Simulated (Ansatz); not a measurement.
CH6AlBO, SMILES `B[O][AlH][CH3]`, 10 atoms. Total charge 0; spin multiplicity 1. All runs use 2 threads of an Arm Neoverse V1 on a shared host. Correlated methods freeze the cores.

Question: How many basis functions does each run have, and how long does it take in Ansatz? RKS PBE0-D4/def2-SVP energy; RHF-MP2/def2-QZVPP energy; RKS B3LYP-D4/def2-TZVPP energy and forces; RKS PBE0-D4/def2-TZVP frequencies; RHF-CCSD(T)/def2-TZVPP energy; RKS r2SCAN-D4/def2-TZVPP energy and forces; RKS ωB97M-V/def2-QZVPP energy; direct RPA on PBE orbitals/def2-TZVPP energy; RKS r2SCANh-D4/def2-TZVPP energy; RKS PBE0-D4/def2-TZVP relaxation (28 steps); RHF-CCSD(T)/def2-SVP energy; RKS ωB97M-V/def2-SVP energy. (Best estimate.)

Answer: The calculation gave: Other jobs shared the machine, so times are rough.

```json
{"level": "RKS PBE0-D4/def2-SVP", "job": "energy", "functions": "90", "wall time": "1.2 s", "peak host memory (GiB)": "0.4"}
{"level": "RHF-CCSD(T)/def2-SVP", "job": "energy", "functions": "90", "wall time": "3.1 s", "peak host memory (GiB)": "0.4"}
{"level": "RKS B3LYP-D4/def2-TZVPP", "job": "energy and forces", "functions": "219", "wall time": "5.5 s", "peak host memory (GiB)": "0.47"}
{"level": "RKS ωB97M-V/def2-SVP", "job": "energy", "functions": "90", "wall time": "5.5 s", "peak host memory (GiB)": "0.4"}
{"level": "RKS r2SCANh-D4/def2-TZVPP", "job": "energy", "functions": "219", "wall time": "5.5 s", "peak host memory (GiB)": "0.42"}
{"level": "direct RPA on PBE orbitals/def2-TZVPP", "job": "energy", "functions": "219", "wall time": "6 s", "peak host memory (GiB)": "0.47"}
{"level": "RKS r2SCAN-D4/def2-TZVPP", "job": "energy and forces", "functions": "219", "wall time": "6.5 s", "peak host memory (GiB)": "0.25"}
{"level": "RHF-MP2/def2-QZVPP", "job": "energy", "functions": "421", "wall time": "22 s", "peak host memory (GiB)": "1.9"}
{"level": "RKS ωB97M-V/def2-QZVPP", "job": "energy", "functions": "421", "wall time": "24 s", "peak host memory (GiB)": "1.3"}
{"level": "RHF-CCSD(T)/def2-TZVPP", "job": "energy", "functions": "219", "wall time": "82 s", "peak host memory (GiB)": "3.3"}
{"level": "RKS PBE0-D4/def2-TZVP", "job": "relaxation (28 steps)", "functions": "166", "wall time": "100 s", "peak host memory (GiB)": "0.35"}
{"level": "RKS PBE0-D4/def2-TZVP", "job": "frequencies", "functions": "166", "wall time": "2.2 min", "peak host memory (GiB)": "0.4"}
```

B3LYP here is the variant with VWN-RPA as its local correlation; programs differ in this.
